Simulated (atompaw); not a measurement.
An all-electron radial function and its pseudo partner (Mn)

Columns: radius, all-electron u(r) and pseudo u(r) of the 4p shell (level -7.19 eV) of manganese in the configuration [Ar] 3d5 4s1 4p0; PBE, scalar-relativistic, PAW (atompaw) scheme, atompaw 4.2.0.5.

```json
{"r (bohr)": "0.110", "all-electron": "0.1276", "pseudo": "0.0027"}
{"r (bohr)": "0.219", "all-electron": "0.0997", "pseudo": "0.0105"}
{"r (bohr)": "0.329", "all-electron": "-0.0298", "pseudo": "0.0233"}
{"r (bohr)": "0.438", "all-electron": "-0.1483", "pseudo": "0.0408"}
{"r (bohr)": "0.548", "all-electron": "-0.2186", "pseudo": "0.0627"}
{"r (bohr)": "0.658", "all-electron": "-0.2375", "pseudo": "0.0883"}
{"r (bohr)": "0.767", "all-electron": "-0.2165", "pseudo": "0.1169"}
{"r (bohr)": "0.877", "all-electron": "-0.1687", "pseudo": "0.1484"}
{"r (bohr)": "0.987", "all-electron": "-0.1054", "pseudo": "0.1817"}
{"r (bohr)": "1.096", "all-electron": "-0.0352", "pseudo": "0.2159"}
{"r (bohr)": "1.206", "all-electron": "0.0377", "pseudo": "0.2509"}
{"r (bohr)": "1.315", "all-electron": "0.1085", "pseudo": "0.2857"}
{"r (bohr)": "1.425", "all-electron": "0.1762", "pseudo": "0.3201"}
{"r (bohr)": "1.535", "all-electron": "0.2390", "pseudo": "0.3533"}
{"r (bohr)": "1.644", "all-electron": "0.2958", "pseudo": "0.3848"}
{"r (bohr)": "1.754", "all-electron": "0.3472", "pseudo": "0.4147"}
{"r (bohr)": "1.863", "all-electron": "0.3923", "pseudo": "0.4421"}
{"r (bohr)": "1.973", "all-electron": "0.4321", "pseudo": "0.4675"}
{"r (bohr)": "2.083", "all-electron": "0.4663", "pseudo": "0.4903"}
{"r (bohr)": "2.192", "all-electron": "0.4950", "pseudo": "0.5104"}
{"r (bohr)": "2.302", "all-electron": "0.5189", "pseudo": "0.5281"}
{"r (bohr)": "2.412", "all-electron": "0.5383", "pseudo": "0.5430"}
{"r (bohr)": "2.521", "all-electron": "0.5532", "pseudo": "0.5552"}
{"r (bohr)": "2.631", "all-electron": "0.5642", "pseudo": "0.5648"}
{"r (bohr)": "2.740", "all-electron": "0.5715", "pseudo": "0.5716"}
{"r (bohr)": "2.850", "all-electron": "0.5756", "pseudo": "0.5756"}
```

Problem. How many radial nodes do the two functions have?

Solution. The all-electron 4p function has n − l − 1 = 2; the pseudo-wave has 0, since the states of the same l below it are removed with the core.

Problem. Is the pseudo-wave norm-conserving?

Solution. No, it belongs to a PAW set: the norm inside the radius is not constrained, and the difference is carried by the augmentation charge.
